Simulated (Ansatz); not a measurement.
Compare A (`C[N](C)[GaH]`•) with its isomer B (`C[CH2][Ga][NH2]`•).

Gas-phase electronic energies from Ansatz, PBE0-D4/def2-TZVP geometries. CBS: MP2 limit from def2 TZ/QZ plus the TZ coupled-cluster correction, frozen cores. Functionals use def2-TZVPP. No spin–orbit coupling; open shells (•) take unrestricted orbitals. For Ga outer-core shells are correlated without core-valence functions, which leaves a few kJ/mol of doubt a bond. Scalar relativity is left out up to krypton. Each species was taken in one conformer, which may not be the lowest.

Problem. Which is lower in electronic energy at CCSD(T)/CBS, and by how much? (Best estimate.)

Solution. Ansatz gave: B, by 94.8 kJ/mol.

Problem. Give E(B) − E(A) in kJ/mol with PBE-D4, r2SCAN-D4, PBE0-D4, CCSD/def2-TZVPP, HF/def2-TZVPP, MP2/def2-TZVPP, B2PLYP. (An estimate is asked.)

Solution. Computed: PBE-D4 -83.0, r2SCAN-D4 -86.2, PBE0-D4 -85.1, CCSD/def2-TZVPP -86.9, HF/def2-TZVPP -81.1, MP2/def2-TZVPP -91.1, B2PLYP -86.5. None reverses the order clearly.

Largest T1 diagnostic: 0.016.

In def2-TZVPP, CCSD(T) changes the Hartree–Fock value by −4.9 kJ/mol (the triples alone add +0.9 kJ/mol) and MP2 by −10.0 kJ/mol.
